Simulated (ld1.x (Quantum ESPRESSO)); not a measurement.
## Xe: variants of one TM potential

Base potential:

| Property | Result |
| --- | --- |
| Element | Xe |
| Generator | ld1.x (Quantum ESPRESSO) 7.5 |
| Type | norm-conserving Troullier–Martins (Kleinman–Bylander form) |
| Functional | PBE |
| Relativity | fully relativistic |
| Frozen core | [Kr] 4d10 |
| Valence charge | 8 |
| Reference configuration | 5s2 5p6 |
| Partial waves | 5s (bound): rc 1.65 bohr; 5p (bound): rc 2.05 bohr; 5d channel at 0.15 Ry: rc 1.90 bohr |
| Local potential | all-electron potential smoothed inside 1.60 bohr (lloc = -1) |
| Core correction | a·sin(br)/r model core, default radius (core density twice the valence density) |

Open shells are filled in proportion to 2j + 1 (rel_dist='average').

Cutoffs, loose and tight: the cutoffs (Ry, on a coarse ladder) from which the occupation-weighted sum of valence levels, in a spherical-Bessel basis at the reference potential, stays within 10 and 1 mRy of its value at 400 Ry. They do not see the model core or the augmentation charge, which bear on the density cutoff. Test errors are all-electron minus pseudo excitation energies from the reference, over the configurations 5s2 5p5; 5s2 5p4; 5s2 5p3; 5s2 5p5.5; 5s1 5p6; 5s2 5p2. A dash means not determined; rows that change the core or the reference have their own tests.

A true bound ghost makes a file unfit for plane-wave use even where its test errors are small: the radial tests pick states by their node count and pass the ghost by.

The default core radius of the base comes out at 1.31 bohr.

```tsv
change	outcome	cutoff, loose	cutoff, tight	bound ghosts	largest test error (meV)
base	generated	35 Ry	60 Ry	s	+23
core correction none	generated	35 Ry	60 Ry	s	+16
core correction a·sin(br)/r model core inside 0.68 bohr	generated	35 Ry	60 Ry	s	+23
core correction a·sin(br)/r model core inside 0.98 bohr	generated	35 Ry	60 Ry	s	+23
core correction a·sin(br)/r model core inside 1.10 bohr	generated	35 Ry	60 Ry	s	+23
core correction a·sin(br)/r model core inside 1.34 bohr	generated	35 Ry	60 Ry	s	+23
core correction a·sin(br)/r model core inside 1.60 bohr	generated	35 Ry	60 Ry	s	-44
```

(1) What comes out with this change to the base: core correction a·sin(br)/r model core inside 1.74 bohr?

(2) What comes out with this change to the base: core correction a·sin(br)/r model core inside 1.94 bohr?

Results:

(1) outcome: generated; cutoff, loose: 35 Ry; cutoff, tight: 60 Ry; bound ghosts: s; largest test error (meV): -76.

(2) outcome: generated; cutoff, loose: 35 Ry; cutoff, tight: 60 Ry; bound ghosts: s; largest test error (meV): -93.
